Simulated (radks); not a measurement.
Values are calculated unless marked as measured or tabulated.
Valence configurations of the niobium ion Nb2+ (all share [Kr]). Code: a radial shooting solver on a logarithmic mesh with Libxc functionals. Model: scalar-relativistic Kohn-Sham, PBE, spin-unpolarised, spherical densities, finite nucleus; Fermi nuclear charge, rms radius 4.324 fm. Energies are relative to 4d3; eigenvalues in eV.

valence          E (eV)    e(4d)    e(5p)    e(5s)
4d3               0.000  -19.100        -        -
4d2.5 5s0.5       1.243  -20.430        -  -17.633
4d2 5s1           2.804  -21.811        -  -18.367
4d2.5 5p0.5       3.667  -20.918  -13.097        -
4d2 5s0.5 5p0.5   5.310  -22.294  -13.659  -18.684
4d2 5p1           7.828  -22.769  -13.949        -
4d1 5s1 5p1      12.291  -25.614  -15.060  -20.444
4d1 5p2          17.694  -26.517  -15.575        -

NIST lists [Kr] 4d3 as the ground configuration; this level of theory agrees among the configurations tried. The energies are those of spherical spin-averaged densities, not of single terms.
